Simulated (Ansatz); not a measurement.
silicon monoxide (OSi), singlet, geometry from GFN2-xTB; REVPBE/aug-cc-pVDZ in Ansatz (an electronic-structure program).

The Ansatz input:
Ansatz 0.2 input:
```yaml
crystal:
  periodic: [false, false, false]
  atoms:
    - {symbol: Si, position_ang: [-0.00000000, -0.00000000, -0.54858264]}
    - {symbol: O, position_ang: [0.00000000, 0.00000000, 0.96001962]}
basis:
  gaussian:
    orbitals: aug-cc-pVDZ
hamiltonian:
  xc: revpbe
accuracy: high
```

What the program printed (banner, timings and long lists left out):

```
Functional definition: revPBE
863 factors; integrals over basis functions are off by at most 3.2e-9 eV
mean field evaluation 1: about -9911.4867 eV, gradient 7.4e1 eV
mean field evaluation 2: about -9724.2421 eV, gradient 2.0e2 eV
mean field evaluation 4: about -9922.0272 eV, gradient 1.3e1 eV
mean field evaluation 8: about -9922.5471 eV, gradient 5.6e-1 eV
mean field evaluation 16: about -9922.5465 eV, gradient 9.7e-7 eV
mean field -9922.54648666 eV, -364.6468576412 hartree, gradient 1.1e-8 eV, S^2 0.000000; 0 other end points of the search recorded, 0 dependent functions left out
reference -9922.54649152 eV, -364.6468578197 hartree; 11, 11 occupied and 39, 39 virtual orbitals, 863 factors
Total energy: -9922.54649152 eV, -364.6468578197 hartree
```
